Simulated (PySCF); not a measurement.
B(F)(OMe)2 (C₂H₆BFO₂), SMILES O(C)B(OC)F.

Coordinates come from a ωB97X-D3(BJ)/def2-SVP optimisation. One conformer was computed; it need not be the lowest.

Method: TDA-PBE0/def2-SVPD (PySCF).

Vertical excitations. 

Question: Give excitation energies, oscillator strengths and character. (The exact figures need the calculation; the answer reports its results.)

Answer: 
| state | energy (eV) | λ (nm) | f | main pairs |
|---|---|---|---|---|
| S1 | 7.67 | 162 | 0.000 | HOMO→LUMO 97 % |
| S2 | 8.48 | 146 | 0.020 | HOMO−1→LUMO 66 %, HOMO→LUMO+1 32 % |
| S3 | 8.63 | 144 | 0.000 | HOMO−2→LUMO 91 % |
| S4 | 8.73 | 142 | 0.019 | HOMO→LUMO+1 60 %, HOMO−1→LUMO 25 %, HOMO→LUMO+2 10 % |
| S5 | 8.79 | 141 | 0.001 | HOMO−3→LUMO 92 % |
| S6 | 8.87 | 140 | 0.000 | HOMO→LUMO+2 82 % |
| S7 | 8.99 | 138 | 0.165 | HOMO→LUMO+3 95 % |
| S8 | 9.45 | 131 | 0.008 | HOMO−2→LUMO+3 80 % |
| S9 | 9.47 | 131 | 0.003 | HOMO−1→LUMO+1 40 %, HOMO→LUMO+4 40 %, HOMO−2→LUMO+3 10 % |
| S10 | 9.53 | 130 | 0.022 | HOMO−2→LUMO+1 76 % |
| T1 | 7.53 | 165 | 0 | HOMO→LUMO 94 % |
| T2 | 7.99 | 155 | 0 | HOMO→LUMO+3 87 % |
| T3 | 8.26 | 150 | 0 | HOMO−1→LUMO 64 %, HOMO→LUMO+1 29 % |
| T4 | 8.48 | 146 | 0 | HOMO−2→LUMO 89 % |
Triplets are in the Tamm–Dancoff approximation.
